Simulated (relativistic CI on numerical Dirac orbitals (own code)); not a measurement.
Crystal-field levels of Ag2+, 4d9

Calculated by Dirac-Coulomb-Breit CI, separate exchange-only KLI orbitals for each configuration, model QED (radiative potential, 1s self-energy scaled to tabulated hydrogen-like ionisation energies), valence Slater integrals scaled by 0.65, one configuration in a parametric crystal field (own radial code).

Field parameters in Wybourne normalisation: Oh B⁴₀ = 21Dq, B⁴₄ = √(5/14) B⁴₀. The field is a parameter set, without covalency.

S is read from ⟨S²⟩ = S(S + 1).

Levels (cm⁻¹, degeneracy): 0 (4), 10847 (2), 13796 (4).

Problem. Which field gives this pattern?
A. Oh, 10Dq = 8500 cm⁻¹
B. Oh, 10Dq = 31100 cm⁻¹
C. Oh, 10Dq = 12250 cm⁻¹
D. Oh, 10Dq = 42400 cm⁻¹

Solution. C. Oh, 10Dq = 12250 cm⁻¹, ground level with S = 0.50.
